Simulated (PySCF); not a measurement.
Positional isomers: silole mercapto. Gas-phase values, no solvent. One relaxed conformer stands for each flexible species; it need not be the lowest. Strings in code marks are SMILES.

All values below come from PBE0-D3(BJ)/def2-TZVP (PySCF). All candidates: neutral, multiplicity 1. Delta-SCF ions had no search for a lower state. Excitations are Tamm–Dancoff values on a coarser integration grid. The basis has no diffuse functions, so Rydberg states are missing or too high.

- HOMO–LUMO gap = 4.47 eV
- vertical ionisation energy (Delta-SCF) = 7.86 eV
- brightest of the four lowest singlets (TDA) = 3.95 eV

Say which member has these values.
A) `SC1=C[SiH2]C=C1` (H–S–C–C torsion 180°)
B) `S[SiH]1C=CC=C1` (H–S–Si–C torsion 54°)
C) `SC1=CC=C[SiH2]1` (H–S–C–Si torsion 0°)

C, `SC1=CC=C[SiH2]1` (H–S–C–Si torsion 0°). The others give `S[SiH]1C=CC=C1` (H–S–Si–C torsion 54°): 5.03 eV, 8.69 eV, 4.68 eV; `SC1=C[SiH2]C=C1` (H–S–C–C torsion 180°): 4.81 eV, 8.22 eV, 5.53 eV
